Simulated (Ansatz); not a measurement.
Frontier orbitals of C$_{6}$H$_{3}$ClGe (`C#[C][Ge]([Cl])([C]#C)[C]#C`).

```xyz
11

C    -0.3450    2.9240   -0.2737
C     0.0138    1.7793   -0.1782
Ge    0.5802   -0.0112   -0.0282
Cl    2.7174   -0.0487   -0.1311
C     0.0571   -0.7371    1.6297
C    -0.2724   -1.1992    2.6908
C    -0.0966   -1.0442   -1.4507
C    -0.5243   -1.7038   -2.3619
H    -0.6627    3.9381   -0.3584
H    -0.5643   -1.6089    3.6309
H    -0.9032   -2.2882   -3.1691
```

Charge 0, multiplicity 1. Correlated methods include outer-core shells of Ge, which these sets cover unevenly. Scalar relativity is left out up to krypton. All single points use the PBE0-D4/def2-TZVP geometry. Basis def2-TZVPP, Ansatz.

```json
{"functional": "PBE", "HOMO (eV)": "-7.29", "LUMO (eV)": "-2.22", "gap (eV)": "5.07"}
{"functional": "r2SCAN", "HOMO (eV)": "-7.54", "LUMO (eV)": "-2.04", "gap (eV)": "5.50"}
{"functional": "PBE0", "HOMO (eV)": "-8.52", "LUMO (eV)": "-1.35", "gap (eV)": "7.17"}
{"functional": "r2SCAN0", "HOMO (eV)": "-8.68", "LUMO (eV)": "-1.25", "gap (eV)": "7.43"}
{"functional": "CAM-B3LYP", "HOMO (eV)": "-9.88", "LUMO (eV)": "-0.26", "gap (eV)": "9.62"}
{"functional": "ωB97M-V", "HOMO (eV)": "-10.79", "LUMO (eV)": "0.66", "gap (eV)": "11.45"}
```

Against PBE, PBE0 changes HOMO and LUMO by −1.23 and +0.88 eV, ωB97M-V by −3.49 and +2.88 eV. A gap of 5.07 eV thus becomes 11.45 eV for the same molecule, so an orbital gap means little without its functional. A positive LUMO is unbound and depends on the basis.
